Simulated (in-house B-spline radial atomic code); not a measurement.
LDA exchange-only excitations of the arsenic ion As³⁺

Method: LDA exchange-only. Computed with an all-electron radial atomic-structure program (B-spline basis): linear response of the closed shell [Ar] 3d10 4s2 with the functional's adiabatic kernel; non-relativistic, point nucleus, no spin-orbit coupling, no double excitations, S, P, D and F terms only; shells from n = 2 respond. Only terms of natural parity with L up to 3 were computed.

Without relativity these are model numbers for so heavy an element.

Command:
```bash
python run_td.py task.json out
```
Settings (radii: box in bohr, nucleus in fm):
```
Z                        33
electrons                30
configuration            [Ar] 3d10 4s2
hamiltonian              nr
method                   lda,
box_radius               23.08
intervals                55
```

Time taken, with all properties: 1.1 s on 1 thread of Arm Neoverse N1 (shared host).

The lowest states, in the order of their Tamm-Dancoff energies; the method's threshold (minus the highest occupied level) is 42.76 eV. Labels give the largest channel, * marks a mixed state, and oscillator strengths are full-response dipole values. Semilocal kernels can invert the small singlet-triplet splittings of Rydberg terms. Energies in eV:

```tsv
state	full response	Tamm-Dancoff	oscillator strength
4s → 4p 3P	8.904	9.104	-
4s → 4p 1P	13.734	14.380	1.59
4s → 4d 3D	24.224	24.269	-
4s → 4d 1D	25.668	25.684	-
4s → 5s 3S	25.909	25.921	-
4s → 5s 1S	26.850	26.877	-
4s → 5p 3P	29.266	29.278	-
4s → 5p 1P	29.763	29.818	0.0196
4s → 4f 3F	?	?	-
4s → 4f 1F	?	?	-
4s → 5d 3D	33.94	33.95	-
4s → 6s 3S	34.09	34.09	-
4s → 5d 1D	34.24	34.24	-
4s → 6s 1S	34.35	34.35	-
4s → 6p 3P	35.38	35.38	-
```

(1) Where does 4s → 4f 1F lie?

(2) Where does 4s → 4f 3F lie?

(3) How large is the singlet-triplet splitting of 4s → 4p (P terms) in Tamm-Dancoff?

(4) What polarisabilities and dispersion coefficient does the method give?

## Answers

(1) At 33.82 eV in full response, 33.83 eV in Tamm-Dancoff.

(2) At 33.59 eV in full response, 33.60 eV in Tamm-Dancoff.

(3) 5.28 eV, from the unrounded values.

(4) Dipole 6.995 bohr³, quadrupole 15.84 bohr⁵, C6 22.02 hartree·bohr⁶ for two such species.
